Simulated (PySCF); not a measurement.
5-methylidene-1,3-dioxolan-4-one (C₄H₄O₃), SMILES C=C1OCOC1=O.

Coordinates come from a TPSSh-D3(BJ)/def2-SVP optimisation. The values are those of a single conformer.

Computed with SMD-ωB97X/6-31G* run with PySCF.

Solvation free energies are E(SMD) − E(gas) at the gas-phase geometry, for 1 M in both phases. In vacuum the dipole moment is 2.93 D.

### Question
Rank water, ethylethanoate, 2-propanol by solvation free energy, most negative first.

### Answer
ethylethanoate (-5.7 kcal/mol), 2-propanol (-5.0 kcal/mol), water (-4.3 kcal/mol)
